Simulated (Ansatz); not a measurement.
Geometry optimisation, DFT PBE-D3(BJ), scalar-relativistic, plane waves, PAW (Ansatz).

Input:

```yaml
crystal:
  lattice:
    - [5.915482, 0.0, 0.0]
    - [0.0, 5.915482, 0.0]
    - [0.0, 0.0, 5.915482]
  atoms:
    - { symbol: O, position: [1.0064918, 0.2154605, 1.0207614] }
    - { symbol: H, position: [1.015469, 0.2943857, 0.8775866] }
    - { symbol: H, position: [0.8601005, 0.1422459, 1.0165213] }
    - { symbol: O, position: [0.6524011, 0.7907099, 0.219213] }
    - { symbol: H, position: [0.5277134, 0.8793808, 0.16091] }
    - { symbol: H, position: [0.6140634, 0.7671733, 0.3766457] }
    - { symbol: O, position: [0.476334, 0.3154375, 0.6936336] }
    - { symbol: H, position: [0.3354605, 0.3281993, 0.7760993] }
    - { symbol: H, position: [0.4671581, 0.168463, 0.6220578] }
    - { symbol: O, position: [0.2014938, 0.3207454, 0.3992216] }
    - { symbol: H, position: [0.087441, 0.4380722, 0.3932915] }
    - { symbol: H, position: [0.3285807, 0.3849208, 0.318356] }
    - { symbol: C, position: [0.0689203, 0.7424083, 0.7291805] }
    - { symbol: C, position: [0.0724769, 0.7359663, 0.9760168] }
    - { symbol: "N", position: [0.0753458, 0.73077, 1.1751229] }
    - { symbol: H, position: [0.07189, 0.9172347, 0.6702049] }
    - { symbol: H, position: [0.2160689, 0.6541723, 0.661262] }
    - { symbol: H, position: [-0.0839401, 0.6607848, 0.6657573] }
basis:
  ecutwfc: 420.0
kpoints:
  mp_grid: { grid: [1, 1, 1] }
hamiltonian:
  xc: pbe
  dispersion: d3bj
scf:
  occupations: { method: fermi_dirac, width: 0.05 }
  lower_state_search: "off"
relax:
  f_tol: 0.3
  max_steps: 15
  adjacent_minimum: "off"
```

Launched with:

```bash
$ ansatz run input.yaml --threads 1 --pin off --max-ram 3072MiB --backend cpu --events-out ev --progress --plain --runs-dir out
```

Problem. Where does it end, and by what steps?

Solution. The run converged. The threshold is loose, so the end isn't yet a minimum. Limits of this set-up: coarse k mesh. After 12 steps the energy has fallen by 3.005 eV; H2 moved furthest, 1.51 Å.

```csv
step,energy less start (eV),largest force component (eV/Å),accepted
0,0.0000,3.261,yes
1,-0.5745,0.954,yes
2,-1.0379,1.070,yes
3,-1.3730,1.727,yes
4,-1.6755,1.525,yes
5,-1.9795,0.909,yes
6,-2.2550,1.001,yes
7,-2.4641,1.004,yes
8,-2.6615,1.423,yes
9,-2.7911,1.073,yes
10,-2.9109,0.627,yes
11,-2.9704,0.431,yes
12,-3.0049,0.266,yes
```

```xyz
18
Lattice="5.9155 0.0000 0.0000 0.0000 5.9155 0.0000 0.0000 0.0000 5.9155" Properties=species:S:1:pos:R:3
O 5.131 1.171 6.279
H 4.568 1.414 5.510
H 4.611 0.522 6.804
O 3.759 5.312 2.085
H 2.975 4.978 1.571
H 4.280 4.512 2.266
O 3.557 1.612 3.895
H 2.592 1.756 3.913
H 3.654 0.843 3.287
O 0.990 2.000 2.365
H 0.328 1.773 1.665
H 1.698 2.445 1.862
C 0.252 4.695 4.278
C 1.099 4.512 5.416
N 1.793 4.354 6.334
H 0.358 5.719 3.896
H 0.517 3.957 3.504
H -0.792 4.541 4.587
```

Whether the end is a true minimum wasn't checked by a vibrational analysis.

Time of the run: 13 s on 1 thread of AMD EPYC 9R14 (Zen 4), on a shared host, peak memory 0.39 GiB.
